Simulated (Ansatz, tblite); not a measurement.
Cost and result up the ladder for the cluster B₃F₂ (the lowest doublet isomer of a short search) (5 atoms). Charge 0, multiplicity 2. Geometry: PBE-D4/def2-SVP.

```xyz
5

B    -0.001    0.001    0.001
B     1.225    0.864    0.272
B    -1.225   -0.864   -0.272
F     2.265    1.597    0.502
F    -2.264   -1.598   -0.504
```

Ansatz on 4 threads of Arm Neoverse V1 on a shared host; xTB runs through tblite on one thread. Times are rough, summed over both states, and most runs start from the orbitals of an earlier one. PBE0-D4/def2-TZVP serves as the yardstick here, not as an exact answer. The other state is a triplet.

The xTB rows come from tblite. The structure comes from a short search, and lower isomers may exist.

Raw xTB energies of ions are shifted by several eV, and xTB has no spin-polarisation term.

| level | functions | wall time |
| --- | --- | --- |
| GFN1-xTB | 20 | 0.004 s |
| GFN2-xTB | 20 | 0.004 s |
| PBE-D4/def2-TZVP | 155 | 6.8 s |
| PBE0-D4/def2-TZVP | 155 | 8.7 s |

Q: Estimate what each level gives for the vertical IE (eV).

A: 
```tsv
level	vertical IE (eV)	difference from PBE0-D4/def2-TZVP (eV)
GFN1-xTB	13.66	5.70
GFN2-xTB	12.78	4.82
PBE-D4/def2-TZVP	8.03	0.07
PBE0-D4/def2-TZVP	7.96	0.00
```
